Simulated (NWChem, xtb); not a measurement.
A ladder of methods for Si2H4O3F2 (SMILES O[SiH](O)O[SiH](F)F)

The species is Si2H4O3F2 (11 atoms), meant as a singlet with charge 0. SMILES: `O[SiH](O)O[SiH](F)F`. The coordinates come from a PBE0-D4/def2-TZVP relaxation. This is one conformer, not always the lowest.

```xyz
11

O    -1.6182   -1.0539   -0.9174
Si   -1.2136    0.1436    0.1176
O    -1.0825   -0.3611    1.6612
O     0.2097    0.7008   -0.4610
Si    1.7996    0.5027   -0.4667
F     2.1770   -0.6762    0.5282
F     2.4985    1.8074    0.0831
H    -2.4209   -1.5463   -0.7411
H    -2.1927    1.2394    0.1359
H    -0.4172   -1.0167    1.8804
H     2.3258    0.2033   -1.7995
```

Each level gives the dipole moment (D). The values are calculated.

```tsv
level	kind	program	value (D)	CPU time
GFN2-xTB	semi-empirical	xtb	2.78	under 2 s
GFN0-xTB	semi-empirical	xtb	2.56	under 2 s
GFN1-xTB	semi-empirical	xtb	3.04	under 2 s
HF/3-21G	Hartree–Fock	NWChem	2.72	5 s
HF/def2-SVP	Hartree–Fock	NWChem	2.43	26 s
BLYP/6-31G* (spherical functions)	GGA	NWChem	2.21	42 s
B3LYP/6-31G* (spherical functions)	global hybrid	NWChem	2.26	31 s
PBE0/def2-SVP	global hybrid	NWChem	2.32	31 s
```

The values span 2.21 to 3.04 D. Magnitudes only. Sets without polarisation functions give poor dipoles. Without the sets that lack polarisation functions the rows with a basis span only 2.21 to 2.43 D. CPU times are rough (shared hosts, several kinds of processor): they show what a rung costs within a factor of a few.
